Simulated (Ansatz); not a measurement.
`C[As](N)N`. Charge 0, multiplicity 1.

Cartesian coordinates in Å:
```
C 0.651 -0.830 -1.013
As -0.633 0.557 -0.518
N -1.609 -0.536 0.606
N 0.480 1.457 0.671
H 1.430 -0.399 -1.644
H 0.132 -1.614 -1.564
H 1.104 -1.264 -0.119
H -2.421 -0.052 0.967
H -1.067 -0.871 1.395
H 0.508 2.452 0.499
H 1.425 1.101 0.720
```

(1) What are the harmonic wavenumbers in cm⁻¹ at PBE0-D4/def2-TZVP (Ansatz, finite differences of forces, unscaled)? (Estimate.)

(2) Is this a minimum?

(3) Give the ideal-gas thermochemistry at 298.15 K and 1 bar (rigid rotor, harmonic oscillator; point group C1, symmetry number 1).

Answers

(1) Ansatz gave: 111, 182, 213, 249, 271, 292, 517, 602, 612, 675, 722, 810, 833, 945, 984, 1274, 1451, 1455, 1581, 1589, 3051, 3144, 3166, 3523, 3548, 3626, 3651.

(2) Yes, all 27 modes are real.

(3) Zero-point energy 233.7 kJ/mol; H(298) − E = 254.8 kJ/mol; entropy 339.4 J/(mol·K), of which translation 168.8, rotation 107.3, vibration 63.4; G(298) − E = 153.6 kJ/mol.
